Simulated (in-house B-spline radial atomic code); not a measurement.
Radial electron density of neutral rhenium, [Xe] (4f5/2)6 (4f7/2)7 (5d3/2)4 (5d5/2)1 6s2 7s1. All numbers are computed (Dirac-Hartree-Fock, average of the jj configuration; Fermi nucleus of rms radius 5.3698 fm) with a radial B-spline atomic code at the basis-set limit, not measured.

Columns: r (bohr), 4πr²n(r) (electrons per bohr), bar.

```
0.000561    3.364 #
 0.00072    5.002 ##
0.000922    7.356 ##
 0.00118    10.71 ###
 0.00151    15.41 #####
 0.00194    21.99 #######
 0.00249    30.76 ##########
 0.00319    41.93 ##############
 0.00409    55.55 ##################
 0.00524    70.83 #######################
 0.00671    86.16 ############################
 0.00861    99.01 ################################
   0.011    106.1 ###################################
  0.0141    105.8 ###################################
  0.0181    99.62 #################################
  0.0232    94.47 ###############################
  0.0298    99.38 ################################
  0.0381    116.5 ######################################
  0.0489    134.7 ############################################
  0.0627    134.8 ############################################
  0.0803    116.7 ######################################
   0.103      107 ###################################
   0.132    120.7 #######################################
   0.169    124.1 ########################################
   0.217    91.63 ##############################
   0.278    65.73 #####################
   0.356    74.15 ########################
   0.456    75.05 ########################
   0.585    49.37 ################
   0.749    26.98 #########
    0.96    18.36 ######
    1.23     12.9 ####
    1.58    7.253 ##
    2.02    3.696 #
    2.59    1.899 #
    3.32   0.8642 
    4.26   0.2948 
    5.46   0.1328 
    6.99   0.1498 
    8.96   0.1395 
    11.5  0.07243 
    14.7  0.01939 
    18.9 0.002187 
    24.2 9.222e-05 
      31 1.076e-06
```

On this grid the curve has 5 maxima, near 0.011, 0.0627, 0.169, 0.456, 6.99 bohr.

The 4f5/2 radial function P(r) = rR(r), positive near the nucleus, with its small component Q(r) (sign convention: Q ≈ (P' + κP/r)/2c):

| r (bohr) | P | Q |
| --- | --- | --- |
| 0.0232 | 0.002121 | 0.002006 |
| 0.0381 | 0.01131 | 0.006515 |
| 0.0627 | 0.05344 | 0.01807 |
| 0.103 | 0.2056 | 0.03926 |
| 0.169 | 0.59 | 0.06043 |
| 0.278 | 1.149 | 0.05818 |
| 0.456 | 1.355 | 0.03007 |
| 0.749 | 0.9056 | 0.006979 |
| 1.23 | 0.3219 | 0.0001964 |
| 2.02 | 0.05343 | -0.0001469 |
| 3.32 | 0.003353 | -1.348e-05 |
